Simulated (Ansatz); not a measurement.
Total energies of GeHMe2(NCO) (C3H7GeNO) from Ansatz at CAM-B3LYP-D4/def2-TZVP, gas phase (1 Eh = 27.2114 eV = 2625.5 kJ/mol). The reference geometry is relaxed at PBE-D4/def2-SVP.

```csv
state,geometry,energy (Eh)
charge 0 singlet,reference,-2325.66862
charge 1 doublet,reference,-2325.29379
free Ge atom (triplet),–,-2077.03810
free H atom (doublet),–,-0.49881
free C atom (triplet),–,-37.83702
free N atom (quartet),–,-54.58263
free O atom (triplet),–,-75.07325
```

Work out the vertical ionisation energy to the doublet.

E(charge 1 doublet) − E(charge 0 singlet) = -2325.29379 − (-2325.66862) = 0.37483 Eh = 10.20 eV. For comparison, −ε of the highest occupied level is 9.35 eV at this level, 0.85 eV less.

What is the binding energy per atom against free atoms?

Atoms: 1 × (-2077.03810) + 7 × (-0.49881) + 3 × (-37.83702) + 1 × (-54.58263) + 1 × (-75.07325) = -2323.69671 Eh. Binding: -2323.69671 − (-2325.66862) = 1.97191 Eh = 53.66 eV, or 4.13 eV for each of 13 atoms (no zero-point energy, no counterpoise term).
